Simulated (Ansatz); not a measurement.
CH3Cl2FOSW (`C[O][W]([F])(=[S])([Cl])[Cl]`) from Hartree–Fock to CCSD(T)

```xyz
10

C     0.281   -1.658   -0.593
O     0.529   -0.504    0.156
W    -0.047    1.211    0.483
F     1.351    1.821   -0.592
S     0.510    1.587    2.472
Cl   -1.109    3.135   -0.169
Cl   -2.161    0.281    0.587
H     0.592   -1.510   -1.630
H    -0.791   -1.880   -0.558
H     0.845   -2.484   -0.156
```

Charge 0, multiplicity 1. Correlated methods include outer-core shells of W, which these sets cover unevenly. W: def2 effective core potential. Geometry: relaxed with PBE0-D4/def2-TZVP. It is one conformer, not always the lowest. Frozen core, restricted reference, Ansatz 0.2.0.

| basis | HF (Eh) | MP2 corr. |
| --- | --- | --- |
| def2-SVP | -1596.40094 | -1.31202 |
| def2-TZVPP | -1597.15293 | -1.74464 |
| def2-QZVPP | -1597.20071 | -1.91199 |

Question: Estimate the CCSD correlation energy and the (T) correction in each basis where they were run (hartree).

Answer: 
| basis | CCSD corr. | (T) |
| --- | --- | --- |
| def2-SVP | -1.29727 | -0.05674 |
| def2-TZVPP | -1.72608 | -0.09545 |
